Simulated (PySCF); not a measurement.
PySCF input (TPSSh/def2-TZVPD):

```python
from pyscf import gto, scf, dft

mol = gto.M(
    atom='''
    C    -0.86789994   -0.83540611    0.13118365
    C    -1.04687383    0.55543129   -0.27866040
    C     0.22404459    0.09262024    0.43771837
    N     1.42397482    0.01947012   -0.36106316
    H    -1.45285572   -1.50863066    0.73745735
    H    -1.76317123    1.18312905    0.24351333
    H    -0.91103172    0.80014926   -1.32757999
    H     0.32943741    0.39401844    1.48190095
    H     1.96526903    0.87233073   -0.28343865
    H     2.00890372   -0.75316017   -0.06586051
    ''',
    basis='def2-tzvpd',
    charge=0,
    spin=1,
    verbose=4,
)

mf = dft.UKS(mol, xc='tpssh').density_fit(auxbasis='def2-universal-jkfit')
mf.grids.level = 3
mf.conv_tol = 1e-9
mf.max_cycle = 100
mf.max_memory = 1500
mf.kernel()
if not mf.converged:
    mf = mf.newton()
    mf.kernel(mf.make_rdm1())
for _ in range(2):
    mo, _, stable, _ = mf.stability(return_status=True)
    if stable:
        break
    mf.kernel(mf.make_rdm1(mo, mf.mo_occ))
mf.analyze()
```

End of the output:

```
Extra cycle  E= -172.643698098375  delta_E= -1.14e-13  |g|= 9.87e-06  |ddm|= 3.41e-05
converged SCF energy = -172.643698098375  <S^2> = 0.75471922  2S+1 = 2.0047137
uhf_internal: lowest eigs of H = [0.23939645 0.30021556 0.35219184]
<class 'pyscf.df.df_jk.DFUKS'> wavefunction is stable in the internal stability analysis
**** SCF Summaries ****
Total Energy =                        -172.643698098374841
Nuclear Repulsion Energy =             117.140586035116087
One-electron Energy =                 -463.531798974140997
Two-electron Energy =                  173.747514840650069
Two-electron Coulomb Energy =          199.220111134304261
DFT Exchange-Correlation Energy =      -25.472596293654185
HOMO-LUMO gap [eV] =                     3.586557581449904
**** MO energy ****
                             alpha | beta                alpha | beta
MO #1   energy= -14.2339995995233  | -14.2332093979953  occ= 1 | 1
MO #2   energy= -10.1463429182317  | -10.1466950724183  occ= 1 | 1
MO #3   energy= -10.1300061658739  | -10.114458836462   occ= 1 | 1
MO #4   energy= -10.1135430681448  | -10.1140716136544  occ= 1 | 1
MO #5   energy= -0.885197058357384 | -0.880084368114275 occ= 1 | 1
MO #6   energy= -0.80283748446378  | -0.793464917739392 occ= 1 | 1
MO #7   energy= -0.580912333231712 | -0.574858696100449 occ= 1 | 1
MO #8   energy= -0.557554806528226 | -0.539973938311199 occ= 1 | 1
MO #9   energy= -0.48919031213287  | -0.4808653724116   occ= 1 | 1
MO #10  energy= -0.461144474350973 | -0.459492104677472 occ= 1 | 1
MO #11  energy= -0.451638836915611 | -0.442769924882067 occ= 1 | 1
MO #12  energy= -0.377091626601683 | -0.370611907872934 occ= 1 | 1
MO #13  energy= -0.309448450299237 | -0.301790790547251 occ= 1 | 1
MO #14  energy= -0.288514886238625 | -0.279954412703745 occ= 1 | 1
MO #15  energy= -0.229141069852868 | -0.227228826905872 occ= 1 | 1
MO #16  energy= -0.210335648495287 | -0.0785320873384308 occ= 1 | 0
MO #17  energy= 0.00890570305079955 | 0.0128976696939431 occ= 0 | 0
MO #18  energy= 0.030420589471729  | 0.0324816947644853 occ= 0 | 0
MO #19  energy= 0.0333340050880012 | 0.0377217930430349 occ= 0 | 0
MO #20  energy= 0.041316516965621  | 0.0449740986208057 occ= 0 | 0
MO #21  energy= 0.0761211984865501 | 0.079198056523218  occ= 0 | 0
MO #22  energy= 0.0817267353696863 | 0.0850622628725084 occ= 0 | 0
MO #23  energy= 0.10693413675219   | 0.110200337942156  occ= 0 | 0
MO #24  energy= 0.109179412462019  | 0.111508825114191  occ= 0 | 0
MO #25  energy= 0.114764136340292  | 0.121745432234563  occ= 0 | 0
MO #26  energy= 0.127551787023471  | 0.136454440433844  occ= 0 | 0
MO #27  energy= 0.146599211761258  | 0.148544278303453  occ= 0 | 0
MO #28  energy= 0.14891640699494   | 0.15608356402278   occ= 0 | 0
MO #29  energy= 0.155775518658411  | 0.158280636102142  occ= 0 | 0
MO #30  energy= 0.16563661140019   | 0.17013975820514   occ= 0 | 0
MO #31  energy= 0.187321112971216  | 0.193528268944755  occ= 0 | 0
MO #32  energy= 0.190951660472803  | 0.194646164460165  occ= 0 | 0
MO #33  energy= 0.198504102942109  | 0.206549243736857  occ= 0 | 0
MO #34  energy= 0.210134226714574  | 0.215690018526116  occ= 0 | 0
MO #35  energy= 0.222509905774795  | 0.226049862727333  occ= 0 | 0
MO #36  energy= 0.234715943859449  | 0.238986584908469  occ= 0 | 0
MO #37  energy= 0.24284680165777   | 0.251929867916011  occ= 0 | 0
MO #38  energy= 0.249978264237436  | 0.253239408437657  occ= 0 | 0
MO #39  energy= 0.257624038089155  | 0.260812104460555  occ= 0 | 0
MO #40  energy= 0.266089345938607  | 0.27006522979597   occ= 0 | 0
MO #41  energy= 0.274154756580378  | 0.278906664502289  occ= 0 | 0
MO #42  energy= 0.289067372167245  | 0.292252264736025  occ= 0 | 0
MO #43  energy= 0.293450191922181  | 0.296793584427926  occ= 0 | 0
MO #44  energy= 0.298272885305899  | 0.301297070955497  occ= 0 | 0
MO #45  energy= 0.310970767804763  | 0.314528087588701  occ= 0 | 0
MO #46  energy= 0.324041261911289  | 0.327618592263579  occ= 0 | 0
MO #47  energy= 0.329274076146021  | 0.331451793389166  occ= 0 | 0
MO #48  energy= 0.336615409588369  | 0.339756739093084  occ= 0 | 0
MO #49  energy= 0.338834816675981  | 0.346827181164069  occ= 0 | 0
MO #50  energy= 0.348209381455658  | 0.35147034265883   occ= 0 | 0
MO #51  energy= 0.36362667159496   | 0.37147318184838   occ= 0 | 0
MO #52  energy= 0.367375941889112  | 0.374854627107778  occ= 0 | 0
MO #53  energy= 0.37741473488105   | 0.380889894420508  occ= 0 | 0
MO #54  energy= 0.380395129167139  | 0.387288110755033  occ= 0 | 0
MO #55  energy= 0.404909165829787  | 0.407673992474052  occ= 0 | 0
MO #56  energy= 0.412587682356385  | 0.415742365460873  occ= 0 | 0
MO #57  energy= 0.419660969341858  | 0.423880448656991  occ= 0 | 0
MO #58  energy= 0.424222198102789  | 0.427619287761212  occ= 0 | 0
MO #59  energy= 0.434590269915981  | 0.439125389679927  occ= 0 | 0
MO #60  energy= 0.43814823579238   | 0.443335791748945  occ= 0 | 0
MO #61  energy= 0.440884834023842  | 0.449036493488274  occ= 0 | 0
MO #62  energy= 0.459722762411936  | 0.462918701630629  occ= 0 | 0
MO #63  energy= 0.46328406138798   | 0.471064914698489  occ= 0 | 0
MO #64  energy= 0.483996318063971  | 0.489116075711808  occ= 0 | 0
MO #65  energy= 0.486772808110098  | 0.493220140446604  occ= 0 | 0
MO #66  energy= 0.506593030325036  | 0.51111668640742   occ= 0 | 0
MO #67  energy= 0.520958731277163  | 0.532264893967582  occ= 0 | 0
MO #68  energy= 0.534554734671302  | 0.544140845897061  occ= 0 | 0
MO #69  energy= 0.559994616660852  | 0.564083903612624  occ= 0 | 0
MO #70  energy= 0.566913020635769  | 0.570744075386075  occ= 0 | 0
MO #71  energy= 0.592623636287121  | 0.609177809574559  occ= 0 | 0
MO #72  energy= 0.612500980645603  | 0.617612034668881  occ= 0 | 0
MO #73  energy= 0.627528824298751  | 0.630677810433642  occ= 0 | 0
MO #74  energy= 0.634269904542258  | 0.639957240477628  occ= 0 | 0
MO #75  energy= 0.653822709098281  | 0.657913218247916  occ= 0 | 0
MO #76  energy= 0.665187481832389  | 0.680993687226067  occ= 0 | 0
MO #77  energy= 0.684280931259935  | 0.688733580390602  occ= 0 | 0
MO #78  energy= 0.694620706205628  | 0.698977879706623  occ= 0 | 0
MO #79  energy= 0.698500139761524  | 0.706010052934049  occ= 0 | 0
MO #80  energy= 0.71104700611987   | 0.716400211963679  occ= 0 | 0
MO #81  energy= 0.721280165008934  | 0.727030380293902  occ= 0 | 0
MO #82  energy= 0.730338196833624  | 0.73595605683781   occ= 0 | 0
MO #83  energy= 0.746504609145479  | 0.754234707662302  occ= 0 | 0
MO #84  energy= 0.756923763397196  | 0.762419352637251  occ= 0 | 0
MO #85  energy= 0.792717931333179  | 0.796685217906855  occ= 0 | 0
MO #86  energy= 0.812893142698533  | 0.817877531964932  occ= 0 | 0
MO #87  energy= 0.83790548461514   | 0.843405938479968  occ= 0 | 0
MO #88  energy= 0.86954095123323   | 0.875264970264315  occ= 0 | 0
MO #89  energy= 0.92667143681197   | 0.929452142019652  occ= 0 | 0
MO #90  energy= 0.940244520291316  | 0.946525673098345  occ= 0 | 0
MO #91  energy= 0.967865591879467  | 0.97563809218581   occ= 0 | 0
MO #92  energy= 1.00115016299013   | 1.0064555958409    occ= 0 | 0
MO #93  energy= 1.06774173632859   | 1.08380718079638   occ= 0 | 0
MO #94  energy= 1.08571744509409   | 1.09697995494764   occ= 0 | 0
MO #95  energy= 1.10652720264594   | 1.12703538713267   occ= 0 | 0
MO #96  energy= 1.15982647055766   | 1.16892763575783   occ= 0 | 0
MO #97  energy= 1.18908979195899   | 1.20520900550445   occ= 0 | 0
MO #98  energy= 1.20150931345517   | 1.21160855402261   occ= 0 | 0
MO #99  energy= 1.21211034574255   | 1.21790683949508   occ= 0 | 0
MO #100 energy= 1.22300940045302   | 1.23563128040057   occ= 0 | 0
MO #101 energy= 1.27142965656121   | 1.28281887838815   occ= 0 | 0
MO #102 energy= 1.27923614644253   | 1.29011011129397   occ= 0 | 0
MO #103 energy= 1.31384142820865   | 1.31763148142437   occ= 0 | 0
MO #104 energy= 1.33113426229114   | 1.34533531975134   occ= 0 | 0
[...]
```

It need not be the lowest isomer of its formula.
